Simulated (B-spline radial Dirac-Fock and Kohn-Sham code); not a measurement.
Core and valence levels of Eu³³⁺

System: europium as Eu³³⁺, configuration [Ar] 3d10 4s2; nuclear rms radius 5.1115 fm (A = 153).

Input of the calculation (task.json; shells as n, l, electrons):

```json
{"items": [{
  "Z": 63,
  "q": 33,
  "cfg": [[1, 0, 2], [2, 0, 2], [2, 1, 6], [3, 0, 2], [3, 1, 6], [3, 2, 10], [4, 0, 2]],
  "A": 153,
  "rrms": 5.1115,
  "do": ["binding"]
}]}
```

Run with: `python xray_run.py task.json out`

Calculated with a B-spline atomic structure program, using Dirac-Fock energy differences between relaxed states, corrected for Breit and QED terms. Correlation and solid-state effects are left out. Energies are counted from the vacuum level.

All terms are in eV, carry their sign (relaxation lowers the binding energy) and add up to the binding energy; ⟨r⟩ is the mean radius of the orbital in the initial state.

```
subshell  −ε (Koopmans)  relaxation    Breit  self-energy  vacuum polarisation  binding energy  ⟨r⟩ (bohr)
      1s        50113.2      -50.38  -134.87       -83.16                13.39         49858.2       0.022
      2s         9410.0      -19.42   -14.34       -11.14                 1.67          9366.8       0.094
   2p1/2         8978.2      -23.04   -23.68         0.38                 0.01          8931.8       0.079
   2p3/2         8325.6      -21.19   -15.21        -0.58                -0.08          8288.6       0.086
      3s         3048.8       -3.27    -2.79        -2.52                 0.36          3040.6       0.244
   3p1/2         2862.1       -3.84    -4.61         0.06                 0.00          2853.7       0.234
   3p3/2         2721.4       -3.39    -2.84        -0.13                -0.02          2715.0       0.246
   3d3/2         2412.3       -4.70    -2.08         0.21                -0.02          2405.7       0.218
   3d5/2         2381.7       -4.47    -1.37         0.13                -0.02          2375.9       0.221
      4s         1407.5       -0.25    -0.89        -0.77                 0.11          1405.7       0.500
```

For the deepest level, K (1s), the Breit terms make up -0.271 % of the binding energy, QED -0.140 % and orbital relaxation -0.101 %.

Spin-orbit splittings: 2p 643.3 eV, 3p 138.7 eV, 3d 29.74 eV.

Going to the tabulated ground configuration of the next ion removes an electron from N1 (4s), computed at 1405.7 eV. NIST lists 1406 ± 5 eV as the ionisation energy of this species (theoretical), +0.34 eV from the computed value, within the stated uncertainty.
